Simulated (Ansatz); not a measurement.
Ansatz results at the PBE0-D4/def2-TZVP geometry: LUMO energy (PBE0/def2-TZVPP) -0.63 eV; size of the dipole moment (PBE/def2-TZVPP) 1.02 D; LUMO energy (B3LYP/def2-TZVPP) -0.83 eV.

Each molecule was computed in one conformer, which needn't be the lowest.

Q: Which molecule gave them?
A. `O[SiH2][SnH2][SiH3]`
B. `OC1(F)N[SiH2]1`
C. `C/N=[C](\C)[GaH2]`
D. `CSB(O)Cl`

A: A. The others give `C/N=[C](\C)[GaH2]`: -1.82, 2.10, -2.08; `CSB(O)Cl`: 0.08, 2.07, -0.11; `OC1(F)N[SiH2]1`: -0.61, 1.82, -0.87.

B3LYP here is the variant with VWN-RPA as its local correlation; programs differ in this.
